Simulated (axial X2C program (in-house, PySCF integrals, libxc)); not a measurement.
# PdI: the levels of the configuration d9 s0 p(π)0

Computed with an axial X2C code built on PySCF integrals: two-component X2C with atomic mean-field Coulomb and Gaunt terms, basis Pd dyall-v3z, I dyall-v3z (cores contracted in-house). Orbitals come from Hartree–Fock averaged over the configuration Pd d9 s0 p(π)0; CI then distributes these electrons over the d, s, p(π) shells of Pd. The speed of light was multiplied by 100, so these are model numbers.

R = 2.750 Å (near the minimum of the configuration average).

Active spinors (ω > 0):

```
shell    ω  ε (eV)           character
    d  3/2  -13.02           100% Pd d
    d  5/2  -13.02           100% Pd d
    d  1/2  -12.76            97% Pd d
    d  3/2  -12.76            97% Pd d
    d  1/2  -12.22    91% Pd d, 4% I p
    s  1/2   -0.60  65% Pd s, 31% Pd p
 p(π)  1/2    0.96            95% Pd p
 p(π)  3/2    0.96            95% Pd p
```

Lowest levels of this model:

| Ω | energy (cm⁻¹) | g∥ | μ (D) | configuration |
| --- | --- | --- | --- | --- |
| 1/2 | 0 | 2.00 | -7.71 | 100% d9 |
| 3/2 | 1617 | 4.00 | -7.89 | 100% d9 |
| 1/2 | 1617 | 0.00 | -7.89 | 100% d9 |
| 5/2 | 2371 | 6.00 | -8.06 | 100% d9 |
| 3/2 | 2371 | 2.00 | -8.06 | 100% d9 |

g∥ is the magnitude of 2⟨Lz + ge Sz⟩ for the +Ω component. μ is positive if the I end is positive.

**Question.** From Ω and g∥ of the lowest level, whose 2⟨Lz + ge Sz⟩ is positive, find ⟨Sz⟩ and ⟨Lz⟩ (ge = 2.0023).

**Answer.** Ω = ⟨Lz⟩ + ⟨Sz⟩ = 1/2 and ⟨Lz⟩ + ge⟨Sz⟩ = 1.000, so ⟨Sz⟩ = 0.50 and ⟨Lz⟩ = 0.00.

Occupations of the active spinors in the lowest level by ω, shell by shell in order of energy: -5/2: 1.00; -3/2: 1.00 1.00 0.00; -1/2: 1.00 0.00 0.00 0.00; 1/2: 1.00 1.00 0.00 0.00; 3/2: 1.00 1.00 0.00; 5/2: 1.00. The leading determinant has weight 1.00 among 1593.

This point took 5.7 s on 1 thread of Intel(R) Xeon(R) Platinum 8259CL CPU @ 2.50GHz (Skylake/Cascade Lake) (shared host).

Dynamic correlation is missing, so gaps between terms are too wide and other configurations may lie lower; the lowest level listed is that of this model, not necessarily the ground state. For d shells the ligand-field splittings (σ, π, δ) and their order can be off by a thousand cm⁻¹ or more. At most 4 roots were kept for each Ω > 0 (twice that for Ω = 0) within 3.2 eV of the lowest, so higher up levels can be missing between those listed; levels with Ω > 0 are doubly degenerate and listed once, Ω = 0 levels singly. States that fill the shells left empty in the average are placed too high.
